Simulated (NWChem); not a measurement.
System: GeN2H5Cl; SMILES [NH2][GeH]([NH2])[Cl]

NWChem input:

```
start job
memory heap 200 mb stack 900 mb global 1100 mb
geometry units angstroms noautoz
  Ge    -0.010239    -0.361119     0.320212
  N     -1.444305    -1.327706    -0.275270
  N      1.450963    -1.123732    -0.495839
  Cl     0.078883     1.730462    -0.364170
  H     -0.101576    -0.298191     1.867952
  H     -1.489903    -1.389557    -1.298938
  H     -2.353624    -1.014725     0.081791
  H      2.267276    -0.501804    -0.492163
  H      1.722620    -2.024721    -0.084732
end
basis spherical
  Ge library 6-31g*
  N library 6-31g*
  Cl library 6-31g*
  H library 6-31g*
end
dft
  xc hfexch
  iterations 150
  mulliken
end
task dft energy
```

Coordinates come from a PBE-D3(BJ)/def2-SVP optimisation.

Task: Predict the main results of this run. (Hartree-Fock/6-31G* (spherical d).) Quantities: basis functions; energy (Ha); highest occupied level (eV); orbital gap (eV); dipole (D).

Result: number of basis functions: 88
energy (Ha): -2646.43
highest occupied level (eV): -11.24
orbital gap (eV): 15.18
dipole (D): 2.16
